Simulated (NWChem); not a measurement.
Species: CH5NOPb, singlet; SMILES C[O][Pb][NH2]

All runs: NWChem. Low-valent species are run as closed-shell singlets; no triplet was tried in these runs. Coordinates come from a PBE0/def2-SVP optimisation. No frequency run checked for a minimum. def2 effective core potentials on Pb; no spin-orbit coupling. Gas phase, vertical. One conformer.

CAM-B3LYP/def2-SVPD, TDA puts singlet state 3 at 5.09 eV with oscillator strength 0.062.

Question: Give the wavelength, the transition dipole and the radiative lifetime of that state in vacuum.

Answer: 
1. λ = 1239.84/5.09 = 244 nm, or 41050 cm⁻¹.
2. f = (2/3) ΔE μ² in atomic units, so μ = √(1.5 f/ΔE) = 0.71 a.u. = 1.79 D.
3. τ = 1.499 s cm⁻² / (f ν²) = 14 ns, for a non-degenerate state that emits at the vertical energy; a higher state like this one mostly decays faster by other paths.
